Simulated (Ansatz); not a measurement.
Mulliken charges of Cl₂Se₂, SMILES `Cl[Se][Se]Cl` from PBE/def2-TZVPP in Ansatz (PBE0-D4/def2-TZVP geometry).

| atom | x (Å) | y (Å) | z (Å) | charge (e) |
| --- | --- | --- | --- | --- |
| Cl1 | 0.393 | 0.140 | 2.335 | -0.179 |
| Se2 | -1.103 | -0.148 | 0.767 | 0.179 |
| Se3 | -0.249 | 0.780 | -1.075 | 0.179 |
| Cl4 | 0.959 | -0.773 | -2.027 | -0.179 |

By hand: the dipole of these point charges (1 e Å = 4.8032 D).

Σ q r = (-0.484, 0.226, -0.110) e Å, of length 0.545 e Å = 2.62 D.

How does the dipole of the full density compare? (Estimate.)

Computed: (-0.271, 0.127, -0.062) e Å, 1.47 D; the point charges give 1.78 times that, at 0° from its direction.

Point charges leave out the atoms' own dipoles, such as those of lone pairs, and Mulliken's split depends on the basis, so the two needn't agree.
